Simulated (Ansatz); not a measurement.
A nudged elastic band was laid between two geometries of CH$_{7}$BFGeNO (13 atoms, charge 0, multiplicity 1).

The calculation used RKS PBE0/def2-SVP in Ansatz.

```json
{
  "movable images": "5",
  "climbing image": "yes",
  "spring": "5.0 eV/Å²",
  "optimiser": "quadratic models (default)",
  "start path": "IDPP",
  "force threshold": "0.05 eV/Å",
  "iteration limit": "50",
  "end points": "relaxed"
}
```

First end point:

```xyz
13
Properties=species:S:1:pos:R:3
C -1.162 -1.505 0.679
Ge 0.024 -0.312 -0.288
N 1.728 -0.585 0.288
F -0.126 -0.843 -1.975
B -0.381 1.724 -0.336
O 0.682 2.550 -0.327
H -0.844 -2.549 0.539
H -2.191 -1.405 0.304
H -1.151 -1.276 1.755
H 2.425 0.044 -0.102
H 2.078 -1.538 0.259
H -1.508 2.176 -0.398
H 0.446 3.484 -0.382
```

Last end point:

```xyz
13
Properties=species:S:1:pos:R:3
C -0.886 -1.432 0.798
Ge 0.152 -0.282 -0.368
N 1.922 -0.578 -0.048
F -0.239 -0.831 -2.009
B -0.218 1.759 -0.368
O -1.307 2.200 0.289
H -0.605 -2.485 0.648
H -1.957 -1.321 0.579
H -0.712 -1.165 1.851
H 2.570 -0.052 -0.628
H 2.220 -1.549 -0.016
H 0.507 2.544 -0.949
H -1.427 3.156 0.235
```

What changes between the two ends?

No bond is made or broken. The height of N3 over the plane of its neighbours goes from -0.30 to -0.30 Å.

What energy profile does the band end with?

The forces met the threshold. The highest image is number 3 of 0 to 6, 4.4 kJ/mol above the first end and 5.3 kJ/mol above the last; the last end lies 1.0 kJ/mol below the first. A vibrational analysis at the climbing image gives one clearly imaginary mode, 58i cm⁻¹: a first-order saddle point.

| image | path coordinate (Å) | energy (kJ/mol) | height of N3 over the plane of its neighbours (Å) |
| --- | --- | --- | --- |
| 0 | 0.00 | 0.0 | -0.30 |
| 1 | 0.79 | 1.1 | -0.30 |
| 2 | 1.58 | 3.2 | -0.30 |
| 3 | 2.37 | 4.4 | -0.31 |
| 4 | 3.13 | 3.0 | -0.31 |
| 5 | 3.90 | 0.2 | -0.31 |
| 6 | 4.66 | -1.0 | -0.30 |

What is the geometry of the highest image?


```xyz
13
Properties=species:S:1:pos:R:3
C -0.885 -1.471 0.800
Ge 0.056 -0.287 -0.420
N 1.844 -0.555 -0.176
F -0.397 -0.873 -2.028
B -0.440 1.730 -0.387
O -0.146 2.429 0.724
H -0.549 -2.509 0.651
H -1.968 -1.433 0.618
H -0.686 -1.179 1.841
H 2.466 0.022 -0.734
H 2.154 -1.521 -0.232
H -1.007 2.261 -1.322
H -0.422 3.352 0.680
```

What are the harmonic wavenumbers there?

58i, 96, 111, 128, 178, 210, 223, 250, 295, 504, 551, 582, 620, 670, 714, 764, 790, 873, 891, 980, 1184, 1252, 1394, 1427, 1432, 1553, 2578, 3069, 3178, 3187, 3582, 3682, 3868 cm⁻¹.

The band took 5 iterations and roughly 4 core-minutes.

The run took 2.2 min on 2 threads of Arm Neoverse V2, on a shared host, peak memory 0.42 GiB.
